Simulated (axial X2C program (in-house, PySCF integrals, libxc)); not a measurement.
**How long does CaCl⁺ take?**

A bond scan computed with an in-house all-electron X2C program for linear molecules (integrals from PySCF). Basis: Ca dyall-cv3z [11s12p6d4f], Cl dyall-av3z [9s8p3d2f] (cores contracted in-house).

The run was started with this input:
```json
{"zs": [20, 17], "q": 1, "bas": ["dyall-cv3z", "dyall-av3z"], "levels": ["PBE0", "HF", "TPSS"], "cc": true, "r0": 2.7, "thr": -1.0, "nmax": 90, "npts": 10, "nst": 2, "ntry": 6}
```
```bash
python so2c.py task.json out
```

Keys: zs atomic numbers; q charge; bas basis sets; levels methods; cc coupled cluster on or off; r0 starting distance in Å; thr threshold in hartree for freezing inner shells (an s shell follows its p shell); nmax most natural virtual spinors; npts points on the curve; nst determinants followed; ntry starts of the search. HF also brings MP2.

Hardware: 1 thread of Arm Neoverse N1, with other jobs on the host.

Wall time of one point of each curve, integrals apart:

| Hamiltonian | level | points | seconds a point |
| --- | --- | --- | --- |
| spin-free | PBE0 | 10 | 0.31 |
| spin-free | HF | 10 | 0.13 |
| spin-free | CCSD(T) (8 electrons, 88 virtuals) | 7 | 2.4 |
| spin-free | TPSS | 10 | 0.62 |
| 2c | PBE0 | 10 | 0.39 |
| 2c | HF | 10 | 0.2 |
| 2c | CCSD(T) (8 electrons, 88 virtuals) | 7 | 2.6 |
| 2c | TPSS | 10 | 0.66 |

The rest:

Search with its distance optimisation 23 s, atoms 14 s, whole task 97 s. Coupled cluster runs on the points near the minimum only. The program drops outer points, and coupled cluster, when its time limit (not in the input) nears; MP2, further determinants and curves that did not converge are not in the table.
